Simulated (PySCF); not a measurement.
## HO2Sb: script and output

File input.py (PySCF 2.14):

```python
from pyscf import gto, dft

mol = gto.M(
    atom='Sb 0.1175 0 -0.0753; O 0.3939 0 1.6996; O -1.3798 0 -1.0676; H 1.5554 0 -0.997',
    basis='sbkjc',
    ecp={'Sb': 'sbkjc', 'O': 'sbkjc'},
    charge=0,
    spin=0,
    verbose=3,
)
mf = dft.RKS(mol, xc='bhandhlyp')
mf.kernel()
mf.stability(internal=True, external=True)
mf.dip_moment()
print('orbital energies (hartree):', mf.mo_energy[..., max(0, mol.nelec[1]-3):mol.nelec[0]+3].round(4))
```

```bash
$ OMP_NUM_THREADS=1 python input.py
```

The log:

```
converged SCF energy = -37.6498890035514
<class 'pyscf.dft.rks.RKS'> wavefunction is stable in the internal stability analysis
<class 'pyscf.dft.rks.RKS'> wavefunction is stable in the real -> complex stability analysis
<class 'pyscf.dft.rks.RKS'> wavefunction is stable in the RHF/RKS -> UHF/UKS stability analysis
Dipole moment(X, Y, Z, Debye):  3.49380,  0.00000, -2.23948
orbital energies (hartree): [-0.3865 -0.3859 -0.3726 -0.1088 -0.0804  0.0398]
```

In short: E(SCF) = -37.649889 Eh, μ(SCF) = 4.15 D, internal stable; real -> complex stable; RHF/RKS -> UHF/UKS stable.

Run time: 11 s on 1 thread of Arm Neoverse N1 (shared host).
